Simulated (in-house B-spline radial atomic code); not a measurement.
Orbital energies and mean radii along the 55-electron series, configuration 1s2 2s2 2p6 3s2 3p6 3d10 4s2 4p6 4d10 4f5/2(6) 4f7/2(1) 5s2. The effective charge is n√(-2ε), a non-relativistic measure. Computed with a radial B-spline atomic code at the basis-set limit: Dirac-Hartree-Fock, jj configuration that fills j = l - 1/2 first, finite nuclei.

```
  ion   Z  energy of 4d3/2 (Eh)  mean radius of 4d3/2 (bohr)  energy of 5s1/2 (Eh)  mean radius of 5s1/2 (bohr)  effective charge of 4d3/2
Dy11+  66               -14.114                      0.58986               -8.1979                        1.145                     21.252
Ho12+  67               -15.621                       0.5727               -9.1973                       1.1031                     22.358
Er13+  68               -17.201                      0.55647               -10.247                       1.0643                     23.461
```
